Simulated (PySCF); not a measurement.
H₁₂Si₆. Atoms are numbered in the order given.

```xyz
18

Si    -1.9152    -1.1057    -0.4030
Si    -1.9152     1.1057     0.4030
Si     0.0000     2.2115    -0.4030
Si     1.9152     1.1057     0.4030
Si     1.9152    -1.1057    -0.4030
Si     0.0000    -2.2115     0.4030
H     -1.8625    -1.0753    -1.8968
H     -3.1593    -1.8240     0.0104
H     -3.1593     1.8240    -0.0104
H     -1.8625     1.0753     1.8968
H      0.0000     2.1507    -1.8968
H      0.0000     3.6480     0.0104
H      3.1593     1.8240    -0.0104
H      1.8625     1.0753     1.8968
H      3.1593    -1.8240     0.0104
H      1.8625    -1.0753    -1.8968
H      0.0000    -2.1507     1.8968
H      0.0000    -3.6480    -0.0104
```

Geometry: B3LYP-D3(BJ)/def2-SVP.

Calculation: SMD-PBE0/6-31G* in PySCF.

Solvation free energies are E(SMD) − E(gas) at the gas-phase geometry, for 1 M in both phases. In vacuum the dipole moment is 0.00 D.

Computed solvation free energies in water, 2-propanol, n-hexane:
| solvent | ΔG(solv) (kcal/mol) | its non-electrostatic (CDS) part | dipole (D) |
|---|---|---|---|
| water | 6.0 | 6.5 | 0.00 |
| 2-propanol | -0.8 | -0.3 | 0.00 |
| n-hexane | -0.9 | -0.7 | 0.00 |
